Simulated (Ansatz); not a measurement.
CHF2, doublet, geometry from GFN2-xTB.

The Ansatz (a quantum-chemistry and plane-wave program) input:
Ansatz 0.2 input:
```yaml
crystal:
  periodic: [false, false, false]
  atoms:
    - {symbol: C, position_ang: [0.06401414, -0.00053804, 0.50038755]}
    - {symbol: F, position_ang: [-0.08071573, 1.09566547, -0.23113025]}
    - {symbol: F, position_ang: [-0.06029074, -1.09592016, -0.23609971]}
    - {symbol: H, position_ang: [0.88497342, 0.00552047, 1.20274435]}
basis:
  gaussian:
    orbitals: def2-SVP
correlation: {method: sc_nevpt2, electrons: all, active_space: {window: {electrons: 5, orbitals: 5}}}
magnetization: {spin_polarized: false, initial_magnetization: 1}
```

Task: What does this run give for the number of basis functions, total energy?

Result: 
The number of basis functions is 47 and the total energy is -237.5545 Eh.
